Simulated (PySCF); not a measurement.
Start geometry of `FC(F)(F)[C@]12C[C@H]3[C@@H]4[C@H]3[C@H]1[C@@H]42` from GFN2-xTB (Å):
```
atom  x, y, z in Å
F1     2.4754   -0.1892   -1.6417
C2     2.1182   -0.1692   -0.3428
F3     2.8112    0.8325    0.2107
F4     2.6454   -1.3033    0.1679
C5     0.6519   -0.0196   -0.1363
C6    -0.0589    1.2199   -0.6448
C7    -1.4325    0.8619   -0.1734
C8    -1.6449   -0.6200   -0.2022
C9    -1.3986    0.0816    1.1278
C10    0.0103   -0.5271    1.1538
C11   -0.2585   -1.2268   -0.1489
H12    0.3297    2.1306   -0.1775
H13   -0.0161    1.3102   -1.7374
H14   -2.2829    1.5342   -0.3590
H15   -2.5451   -1.1313   -0.5620
H16   -2.0322    0.2485    1.9675
H17    0.5597   -0.8310    2.0119
H18    0.0402   -2.1900   -0.4993
```

What comes out of this run: PySCF, PBE0-D3(BJ)/def2-SVP geometry optimisation, gas phase?

```
atom  x, y, z in Å
F1     2.654   -0.275   -1.243
C2     2.146   -0.211   -0.007
F3     2.768    0.796    0.617
F4     2.488   -1.344    0.624
C5     0.670   -0.015   -0.029
C6     0.071    1.210   -0.674
C7    -1.382    0.898   -0.422
C8    -1.623   -0.591   -0.448
C9    -1.550    0.138    0.870
C10   -0.168   -0.485    1.137
C11   -0.240   -1.212   -0.177
H12    0.400    2.136   -0.176
H13    0.316    1.269   -1.746
H14   -2.177    1.570   -0.749
H15   -2.472   -1.076   -0.930
H16   -2.332    0.327    1.606
H17    0.244   -0.817    2.090
H18    0.109   -2.212   -0.435
```

The energy falls by 2.5 kcal/mol over 10 energy and gradient evaluations, the largest force component goes from 0.0263 to 3.0e-04 Eh/bohr, and the atoms move by 0.029 Å rms after alignment. The bond that changes most is C10–H17 (sp3 carbon at a ring junction to methine hydrogen), which lengthens by 0.027 Å. Bonds longer at the end by more than 0.005 Å: 7 of 21; shorter: 8. Among the angles that change most is F1–C2–F4, from 104.4° to 107.4°. Rotational constants go from 2505, 902.6, 843.4 to 2497, 913.4, 851.9 MHz. The orientation of the end geometry is arbitrary; only internal coordinates are fixed.

The run used 189 basis functions and 62 SCF cycles in all. Hardware: Intel Xeon Platinum 8259CL at 2.50 GHz, one thread, shared host with 96 logical CPUs at a one-minute load of 27. Cost: 3.8 min of wall time, 0.82 GiB resident at most.

Not checked by PBE0-D3(BJ)/def2-SVP frequencies.
